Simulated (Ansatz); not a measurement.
Steps of a relaxation of `C[N](C)[Hf]([CH3])([Cl])[Br]` with RKS PBE0-D4/def2-TZVP.

```sh
$ ansatz run in.yaml --threads 2 --pin off --events-out ev --progress --plain --max-ram 32768MiB --backend cuda --devices 0, --max-vram 18GiB
```

```yaml
crystal:
  periodic: [false, false, false]
  atoms:
    - {symbol: C, position_ang: [0.710720, -1.402730, -0.518850]}
    - {symbol: N, position_ang: [-0.009700, -0.217940, -0.965040]}
    - {symbol: C, position_ang: [0.816310, 0.550090, -1.889560]}
    - {symbol: Hf, position_ang: [-0.517260, 0.958770, 0.568690]}
    - {symbol: C, position_ang: [-1.698130, -0.189580, 2.048720]}
    - {symbol: Cl, position_ang: [-1.179950, 3.057750, -0.206380]}
    - {symbol: Br, position_ang: [1.771990, 1.405450, 1.572340]}
    - {symbol: H, position_ang: [0.914220, -2.067610, -1.367250]}
    - {symbol: H, position_ang: [1.684440, -1.150060, -0.058310]}
    - {symbol: H, position_ang: [0.099440, -1.953390, 0.203990]}
    - {symbol: H, position_ang: [0.273740, 1.444560, -2.218060]}
    - {symbol: H, position_ang: [1.045880, -0.047870, -2.780920]}
    - {symbol: H, position_ang: [1.785180, 0.845200, -1.437920]}
    - {symbol: H, position_ang: [-1.009660, -0.767450, 2.682860]}
    - {symbol: H, position_ang: [-2.278420, 0.448890, 2.730160]}
    - {symbol: H, position_ang: [-2.408790, -0.914060, 1.635500]}
basis:
  gaussian: {orbitals: def2-TZVP}
hamiltonian: {xc: pbe0, dispersion: d4}
relax: {f_tol: 0.005, max_steps: 150}
```

Positions (Å) and forces (eV/Å) along the path, 10 of 24 steps:

```xyz
16
step=1 energy=-88612.7692 eV
C     0.711   -1.403   -0.519   -0.121   -0.241   -0.080
N    -0.010   -0.218   -0.965    0.813    0.254    0.373
C     0.816    0.550   -1.890    0.012   -0.002   -0.394
Hf   -0.517    0.959    0.569    0.445    0.064    0.535
C    -1.698   -0.190    2.049   -0.231    0.040    0.156
Cl   -1.180    3.058   -0.206   -0.456    0.275   -0.079
Br    1.772    1.405    1.572   -0.316   -0.119    0.019
H     0.914   -2.068   -1.367   -0.082   -0.080    0.034
H     1.684   -1.150   -0.058   -0.203   -0.103   -0.095
H     0.099   -1.953    0.204    0.138   -0.093   -0.012
H     0.274    1.445   -2.218    0.207   -0.065   -0.020
H     1.046   -0.048   -2.781   -0.054    0.041   -0.040
H     1.785    0.845   -1.438   -0.268   -0.032   -0.180
H    -1.010   -0.767    2.683    0.041    0.057   -0.045
H    -2.278    0.449    2.730    0.068    0.004   -0.048
H    -2.409   -0.914    1.635    0.006    0.001   -0.127
16
step=3 energy=-88613.1105 eV
C     0.756   -1.429   -0.515    0.044    0.236   -0.157
N     0.199   -0.104   -0.806    0.592   -0.089   -0.263
C     0.866    0.535   -1.951    0.022   -0.291    0.232
Hf   -0.454    1.062    0.690    0.071   -0.026   -0.233
C    -1.705   -0.153    2.045   -0.024   -0.158    0.019
Cl   -1.486    3.036   -0.121    0.020   -0.183    0.067
Br    1.736    1.455    1.851   -0.025    0.075    0.109
H     0.734   -2.081   -1.410   -0.071    0.253    0.254
H     1.809   -1.354   -0.174   -0.337   -0.062   -0.137
H     0.172   -1.927    0.266    0.070    0.030   -0.017
H     0.341    1.452   -2.233    0.043    0.000    0.008
H     0.872   -0.131   -2.836   -0.076    0.178    0.321
H     1.920    0.793   -1.712   -0.346   -0.133   -0.121
H    -1.058   -0.759    2.700   -0.081    0.071   -0.093
H    -2.341    0.456    2.700    0.020   -0.007   -0.042
H    -2.362   -0.850    1.503    0.077    0.105    0.053
16
step=7 energy=-88613.2903 eV
C     0.794   -1.373   -0.469    0.072   -0.253    0.037
N     0.454    0.013   -0.702    0.086   -0.055   -0.088
C     0.886    0.491   -1.995    0.087   -0.014   -0.160
Hf   -0.329    1.106    0.773   -0.061    0.041    0.141
C    -1.673   -0.212    1.936    0.034   -0.010   -0.017
Cl   -1.561    2.904   -0.118    0.019   -0.038    0.009
Br    1.512    1.795    2.359   -0.059   -0.041   -0.071
H     0.300   -2.040   -1.204    0.148    0.201    0.232
H     1.888   -1.532   -0.539   -0.306    0.015    0.019
H     0.471   -1.692    0.535    0.088    0.035   -0.233
H     0.586    1.535   -2.140    0.032   -0.088   -0.020
H     0.442   -0.105   -2.814    0.106    0.148    0.212
H     1.988    0.438   -2.093   -0.278   -0.009    0.004
H    -1.112   -0.913    2.569   -0.023    0.038   -0.050
H    -2.302    0.389    2.605    0.013   -0.007   -0.022
H    -2.343   -0.804    1.299    0.040    0.038    0.009
16
step=8 energy=-88613.3029 eV
C     0.823   -1.363   -0.440   -0.025    0.016   -0.026
N     0.477    0.022   -0.682   -0.020    0.012    0.032
C     0.860    0.488   -1.994    0.012   -0.040   -0.013
Hf   -0.322    1.119    0.783    0.025   -0.063   -0.010
C    -1.678   -0.213    1.902   -0.007    0.028   -0.003
Cl   -1.539    2.922   -0.113   -0.012    0.015   -0.008
Br    1.520    1.751    2.377    0.006    0.006    0.022
H     0.304   -2.032   -1.139   -0.002    0.004   -0.002
H     1.902   -1.530   -0.547    0.018    0.014    0.007
H     0.538   -1.671    0.572    0.011    0.018   -0.001
H     0.571    1.532   -2.140   -0.005   -0.014    0.016
H     0.378   -0.105   -2.783   -0.015    0.005   -0.003
H     1.946    0.414   -2.138    0.003    0.004   -0.002
H    -1.127   -0.932    2.519    0.006   -0.013   -0.001
H    -2.307    0.377    2.581   -0.008   -0.003    0.002
H    -2.347   -0.780    1.244    0.013    0.012   -0.011
16
step=9 energy=-88613.3057 eV
C     0.843   -1.354   -0.426   -0.008    0.001   -0.002
N     0.490    0.027   -0.673   -0.005    0.018   -0.018
C     0.841    0.478   -2.000   -0.005   -0.026    0.007
Hf   -0.304    1.122    0.795    0.006    0.007    0.009
C    -1.681   -0.208    1.886   -0.008   -0.017    0.012
Cl   -1.522    2.924   -0.105    0.005    0.004    0.002
Br    1.515    1.740    2.424    0.003   -0.001    0.003
H     0.305   -2.029   -1.104    0.003   -0.005   -0.001
H     1.919   -1.520   -0.560    0.011    0.000    0.005
H     0.587   -1.650    0.596    0.009    0.004    0.003
H     0.559    1.524   -2.144   -0.004    0.003    0.000
H     0.329   -0.115   -2.770   -0.003    0.002    0.004
H     1.922    0.391   -2.175   -0.006    0.001    0.004
H    -1.147   -0.957    2.483   -0.014    0.012   -0.023
H    -2.311    0.367    2.576    0.010   -0.005   -0.018
H    -2.347   -0.742    1.197    0.006    0.004    0.012
16
step=11 energy=-88613.3102 eV
C     0.920   -1.324   -0.380   -0.013    0.017    0.012
N     0.514    0.038   -0.653    0.023    0.033   -0.118
C     0.772    0.449   -2.019   -0.018   -0.076    0.077
Hf   -0.265    1.134    0.820   -0.004   -0.001    0.051
C    -1.705   -0.194    1.828   -0.035   -0.146   -0.040
Cl   -1.445    2.966   -0.071    0.017    0.011    0.009
Br    1.516    1.638    2.533   -0.012   -0.005   -0.028
H     0.360   -2.038   -0.999    0.018   -0.007    0.005
H     1.991   -1.465   -0.573    0.005   -0.010   -0.002
H     0.738   -1.589    0.668    0.005    0.021   -0.027
H     0.477    1.489   -2.173   -0.012    0.013    0.000
H     0.210   -0.168   -2.734    0.031    0.011    0.033
H     1.840    0.361   -2.263   -0.034   -0.003    0.015
H    -1.219   -1.027    2.357   -0.061    0.104   -0.072
H    -2.302    0.358    2.566    0.017   -0.013   -0.029
H    -2.400   -0.627    1.092    0.072    0.050    0.112
16
step=12 energy=-88613.3129 eV
C     1.014   -1.298   -0.340   -0.086    0.090   -0.060
N     0.522    0.035   -0.643    0.021   -0.009   -0.159
C     0.696    0.418   -2.034    0.009   -0.117    0.144
Hf   -0.250    1.127    0.836    0.077    0.075    0.062
C    -1.759   -0.178    1.775   -0.103   -0.223   -0.030
Cl   -1.319    3.053   -0.006    0.028   -0.072    0.022
Br    1.537    1.509    2.581   -0.075   -0.026   -0.057
H     0.468   -2.062   -0.911    0.046    0.034    0.015
H     2.083   -1.389   -0.570   -0.017    0.005   -0.007
H     0.888   -1.538    0.723   -0.003    0.064   -0.051
H     0.341    1.438   -2.209    0.008   -0.073    0.056
H     0.136   -0.251   -2.703    0.056    0.033    0.048
H     1.757    0.377   -2.323   -0.071   -0.006    0.010
H    -1.311   -1.079    2.230   -0.122    0.217   -0.103
H    -2.304    0.358    2.567    0.060   -0.077   -0.095
H    -2.499   -0.518    1.027    0.172    0.087    0.206
16
step=19 energy=-88613.3272 eV
C     1.109   -1.219   -0.286    0.001    0.007    0.012
N     0.536    0.062   -0.639    0.004   -0.008    0.004
C     0.603    0.349   -2.052   -0.001   -0.004    0.009
Hf   -0.197    1.129    0.878   -0.010   -0.006    0.004
C    -1.793   -0.160    1.683   -0.004   -0.006    0.004
Cl   -1.188    3.110    0.089    0.000    0.002   -0.001
Br    1.532    1.328    2.702    0.001    0.001    0.000
H     0.577   -2.044   -0.776   -0.003   -0.008   -0.006
H     2.168   -1.274   -0.567    0.006   -0.002   -0.002
H     1.056   -1.393    0.796    0.001    0.002   -0.004
H     0.155    1.319   -2.271   -0.003    0.010   -0.003
H     0.068   -0.412   -2.635   -0.004   -0.002   -0.005
H     1.643    0.367   -2.403    0.002    0.001   -0.002
H    -1.438   -1.162    1.946   -0.001    0.010   -0.004
H    -2.233    0.281    2.587    0.007   -0.002   -0.011
H    -2.598   -0.280    0.948    0.004    0.003    0.003
16
step=21 energy=-88613.3274 eV
C     1.126   -1.216   -0.281    0.001    0.007   -0.003
N     0.540    0.061   -0.633    0.005   -0.007    0.000
C     0.590    0.341   -2.048    0.001   -0.004    0.011
Hf   -0.192    1.129    0.881   -0.004    0.005    0.006
C    -1.799   -0.155    1.672   -0.001   -0.007   -0.003
Cl   -1.172    3.116    0.092    0.001   -0.001    0.000
Br    1.525    1.316    2.718    0.000    0.001   -0.003
H     0.594   -2.046   -0.763    0.000   -0.005   -0.002
H     2.183   -1.265   -0.573    0.001   -0.002    0.000
H     1.085   -1.386    0.801   -0.002    0.002   -0.001
H     0.134    1.309   -2.267   -0.001    0.003   -0.002
H     0.051   -0.425   -2.622   -0.002   -0.001   -0.004
H     1.625    0.363   -2.412   -0.001    0.001   -0.001
H    -1.455   -1.168    1.907   -0.003    0.008   -0.001
H    -2.225    0.271    2.589    0.002   -0.001   -0.004
H    -2.611   -0.245    0.940    0.003    0.001    0.005
16
step=24 energy=-88613.3274 eV
C     1.129   -1.219   -0.283   -0.001    0.000    0.002
N     0.541    0.058   -0.631    0.001   -0.003   -0.001
C     0.589    0.342   -2.045    0.000    0.000   -0.003
Hf   -0.193    1.129    0.881   -0.001    0.002    0.001
C    -1.801   -0.153    1.672    0.001    0.001    0.000
Cl   -1.172    3.115    0.089    0.000    0.000    0.000
Br    1.525    1.319    2.716   -0.001    0.000    0.000
H     0.600   -2.049   -0.768    0.000    0.001    0.000
H     2.186   -1.265   -0.573    0.000    0.000    0.000
H     1.086   -1.392    0.799    0.000    0.001    0.000
H     0.133    1.310   -2.262    0.000    0.000    0.001
H     0.049   -0.422   -2.621    0.000    0.001    0.001
H     1.624    0.365   -2.411    0.000    0.000    0.000
H    -1.458   -1.167    1.908    0.000   -0.003    0.001
H    -2.225    0.273    2.589    0.000    0.001    0.001
H    -2.613   -0.243    0.941   -0.001    0.000   -0.001
```

Hardware: 2 threads of an AMD EPYC 7R13 on a shared host and a share of an NVIDIA H100 80 GB. Wall time 84 s, peak host memory 1 GiB.
